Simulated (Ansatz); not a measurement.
Isolated molecules relaxed with PBE0-D4/def2-TZVP in Ansatz; ΔE leaves out vibrations. CBS: MP2 limit from def2 TZ/QZ plus the TZ coupled-cluster correction, frozen cores. This one scheme is used for every species. Functionals use def2-TZVPP. HSE06 is defined as in plane-wave codes. For Zn outer-core shells are correlated without core-valence functions, which leaves a few kJ/mol of doubt a bond. Scalar relativity is left out up to krypton. Each species was taken in one conformer, which may not be the lowest.

Reaction (formal exchange of groups at a Zn–H bond): `N[CH2][ZnH]` + `N=C(O)[SiH3]` → `N[CH2][Zn][SiH3]` + `N=CO`

```json
{"level": "HSE06-D4", "ΔE (kJ/mol)": "-39.8"}
{"level": "SCS-MP2/def2-QZVPP", "ΔE (kJ/mol)": "-24.0"}
```

Task: What does CCSD(T)/CBS give? (An estimate is asked.)

Result: Computed: -30.6 kJ/mol. The listed levels differ from it by -9.2, 6.6 kJ/mol.

Largest T1 diagnostic among the species: 0.014.

Leaving LDA and LC-ωPBE aside and taking each functional with its dispersion term where it has one, the values, not all of them listed here, spread over 15.9 kJ/mol, from PBE-D4 to CAM-B3LYP-D4. LDA lies +7.2 kJ/mol from PBE without D4. From BLYP to BHLYP (50 % exact exchange), in def2-TZVPP and without D4, ΔE moves by +8.2 kJ/mol. At CCSD(T), def2-SVP lies −7.3 kJ/mol from the extrapolated value and def2-TZVPP +2.5 kJ/mol.
